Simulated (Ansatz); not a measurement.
Consider the atomization: `N=C([SiH3])I` → C• + 4 H• + I• + N• + Si•.

Isolated molecules relaxed with PBE0-D4/def2-TZVP in Ansatz; ΔE leaves out vibrations. CCSD(T)/CBS is the MP2 limit (def2-TZVPP, def2-QZVPP) plus CCSD(T) − MP2 in def2-TZVPP, frozen cores. This one scheme is used for every species, atoms too. For atomizations the MP2-based limit and the directly extrapolated one differ by several kJ/mol either way, and by 10 to 25 for some Ge, Se and Sn compounds, so smaller differences from it don't rank the levels. Functionals use def2-TZVPP. B3LYP here is the variant with VWN-RPA as its local correlation; programs differ in this. No spin–orbit coupling; open shells (•) take unrestricted orbitals. Spin–orbit coupling would lower the free atoms: a little for C, Si; strongly for I. def2 core potentials past Kr. For I outer-core shells are correlated without core-valence functions, so the limit isn't a true one: a few kJ/mol of doubt a bond, and 10 to 20 or more in all where bonds break to atoms. Each species was taken in one conformer, which may not be the lowest.

CCSD(T)/CBS gives +609.4 kcal/mol.

Question: Another level gave +620.2 kcal/mol. Which?
A. B3LYP-D4/def2-TZVPP
B. PBE/def2-TZVPP
C. B3LYP/def2-TZVPP
D. CAM-B3LYP-D4/def2-TZVPP

Answer: B. PBE 620.2, CAM-B3LYP-D4 608.4, B3LYP-D4 610.5, B3LYP 602.5 kcal/mol.

Largest T1 diagnostic among the species: 0.012.

From PBE to PBE0 (25 % exact exchange), in def2-TZVPP and without D4, ΔE moves by −16.3 kcal/mol: exact exchange takes away binding that semilocal exchange gives to molecules. In def2-TZVPP, CCSD(T) changes the Hartree–Fock value by +179.8 kcal/mol (the triples alone add +13.4 kcal/mol) and MP2 by +189.4 kcal/mol; breaking electron pairs costs correlation energy, which Hartree–Fock lacks. At CCSD(T), def2-SVP lies −47.5 kcal/mol from the extrapolated value and def2-TZVPP −21.1 kcal/mol: correlation converges slowly with the basis, and small sets miss more of it in the bonded molecule than in its fragments.
